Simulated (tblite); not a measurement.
Input of a run (GFN2-xTB geometry optimisation, gas phase (tblite 0.8.0)), started from a force field or distance geometry:
```
{"job": {"kind": "relax", "xc": "GFN2-xTB", "basis": "xTB"}, "charge": 0, "multiplicity": 1}
C      3.623100     0.662500    -0.627700
O      3.473400     0.600500     0.768700
C      2.421900    -0.273400     0.997900
P      0.906800     0.488700     0.150300
C     -0.517700    -0.317800     0.501600
F     -0.564600    -1.415400     1.304200
C     -1.759900     0.236700    -0.147100
C     -2.429800    -0.769400    -1.033800
C     -2.727300     0.507500     0.999000
H      2.687100     1.050600    -1.113700
H      3.873500    -0.343400    -0.983500
H      4.464800     1.356900    -0.866700
H      2.690600    -1.219400     0.505800
H      2.154900    -0.386200     2.052100
H     -1.531700     1.167900    -0.699000
H     -1.764500    -1.267100    -1.750600
H     -2.930300    -1.501700    -0.388100
H     -3.234700    -0.190300    -1.576100
H     -3.732900     0.159700     0.696500
H     -2.723700     1.582100     1.292300
H     -2.387900    -0.112000     1.858500
```

Output (eV, eV/Å):
```
step      E/eV     max force
  0    -822.06448    1.547
  1    -822.22786    0.750
  2    -822.32983    0.730
  3    -822.40039    0.656
  4    -822.46485    0.530
  5    -822.49995    0.364
  6    -822.53816    0.464
  7    -822.57980    0.436
  8    -822.61834    0.485
  9    -822.64940    0.504
 10    -822.67522    0.493
 11    -822.69775    0.373
 12    -822.71631    0.267
 13    -822.72786    0.252
 14    -822.73554    0.192
 15    -822.74321    0.172
 16    -822.75112    0.184
 17    -822.75879    0.207
 18    -822.76600    0.210
 19    -822.77377    0.234
 20    -822.78392    0.280
 21    -822.79772    0.302
 22    -822.81419    0.299
 23    -822.83095    0.280
 24    -822.84669    0.317
 25    -822.86085    0.298
 26    -822.87327    0.260
 27    -822.88418    0.219
 28    -822.89345    0.208
 29    -822.90098    0.217
 30    -822.90591    0.155
 31    -822.90884    0.118
 32    -822.91118    0.110
 33    -822.91338    0.118
 34    -822.91536    0.124
 35    -822.91730    0.142
 36    -822.91915    0.123
 37    -822.92132    0.117
 38    -822.92287    0.103
 39    -822.92491    0.105
 40    -822.92667    0.090
 41    -822.92853    0.085
 42    -822.93035    0.109
 43    -822.93239    0.123
 44    -822.93431    0.101
 45    -822.93570    0.065
 46    -822.93657    0.059
 47    -822.93731    0.066
 48    -822.93818    0.074
 49    -822.93924    0.076
 50    -822.94034    0.079
 51    -822.94131    0.081
 52    -822.94221    0.080
 53    -822.94321    0.082
 54    -822.94436    0.078
 55    -822.94562    0.069
 56    -822.94652    0.063
 57    -822.94720    0.047
 58    -822.94775    0.065
 59    -822.94825    0.054
 60    -822.94864    0.041
 61    -822.94890    0.030
 62    -822.94912    0.034
 63    -822.94938    0.041
 64    -822.94971    0.038
 65    -822.95003    0.042
 66    -822.95029    0.031
 67    -822.95047    0.027
 68    -822.95062    0.023
 69    -822.95073    0.023
 70    -822.95080    0.017
 71    -822.95084    0.012
 72    -822.95087    0.012
 73    -822.95091    0.015
 74    -822.95094    0.015
 75    -822.95096    0.010
 76    -822.95098    0.010
 77    -822.95099    0.009
```

Question: Summarise the run.

Answer: The energy falls by 20.4 kcal/mol over 77 L-BFGS steps, the largest force on an atom goes from 1.55 to 0.009 eV/Å, and the atoms move by 0.441 Å rms after alignment. The bond that changes most is C8–H18 (methyl carbon to methyl hydrogen), which shortens by 0.043 Å. Bonds longer at the end by more than 0.005 Å: 3 of 20; shorter: 11. Among the angles that change most is C3–P4–C5, from 113.1° to 98.8°. Among the dihedrals that turn most is C5–C7–C9–H19, from -137° to 179°. The energy never rose by more than 1e-5 eV on the way. The first step brought 18 % of the lowering.

Question: What are the final bond lengths?

Answer: C1–O2 1.404 Å, O2–C3 1.397 Å, C3–P4 1.890 Å, P4=C5 1.679 Å, C5–F6 1.358 Å, C5–C7 1.495 Å, C7–C8 1.531 Å, C7–C9 1.531 Å, C1–H10 1.099 Å, C1–H11 1.097 Å, C1–H12 1.088 Å, C3–H13 1.101 Å, C3–H14 1.093 Å, C7–H15 1.095 Å, C8–H16 1.088 Å, C8–H17 1.088 Å, C8–H18 1.087 Å, C9–H19 1.087 Å, C9–H20 1.088 Å, C9–H21 1.088 Å. Numbering counts from 1 in the input's order; the species is `COC/P=C(\F)C(C)C`.

Time: 3.7 s wall, 2.1 s CPU. Hardware: Intel Xeon at 2.50 GHz, one thread, on a shared host.

Its GFN2-xTB frequencies are all real (lowest 30 cm⁻¹). The numbers are those of one conformer. 3 starts were optimised and ended at 0.00, 1.15 and 1.17 kcal/mol (GFN2-xTB); the lowest of these is shown.

These are computed values.
